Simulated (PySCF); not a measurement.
# Distorted geometries of Hg2S2

Hg2S2 (singlet). PySCF 2.14.0, RKS PBE0, Hg def2-SVP with ECP60, S def2-SVP; non-relativistic Hamiltonian with scalar-relativistic core potentials where named; density fitting; no spin-orbit coupling. Relaxed geometry:

```xyz
4

Hg    0.0000    0.0000    2.3804
Hg    0.0000    0.0000   -2.3804
S     1.1497    0.0000    0.0000
S    -1.1497    0.0000    0.0000
```

Problem. Order these distorted geometries by energy above the relaxed one, lowest first.
A.
```xyz
4

Hg    0.0176   -0.0373    2.3628
Hg   -0.0300   -0.0306   -2.3860
S     1.1963    0.0957    0.0499
S    -1.1839   -0.0279   -0.0266
```
B.
```xyz
4

Hg   -0.0225   -0.0108    2.3943
Hg   -0.0197   -0.0530   -2.4288
S     1.1676   -0.0107    0.0330
S    -1.1253    0.0745    0.0015
```
C.
```xyz
4

Hg    0.0001    0.0992    2.2943
Hg   -0.1781   -0.0968   -2.1693
S     1.2834   -0.1199   -0.1551
S    -1.1054    0.1176    0.0301
```

Solution. B (0.01 eV), A (0.04 eV), C (0.31 eV).

Problem. Which forces (eV/Å) act in the one that lies 0.04 eV up?

Solution. 
```
Hg  -0.11  0.00  0.03
Hg   0.11  0.02  0.10
S   -0.70 -0.04 -0.31
S    0.71  0.01  0.18
```
Forces carry noise of the integration grid, about 0.01 to 0.03 eV/Å.

On relaxing from the template, bonds within or between ligands changed, so the formula names the start rather than the bonding at the end. The gap of the closed shell is small, and it wasn't tested for a lower spin-broken solution at this geometry.
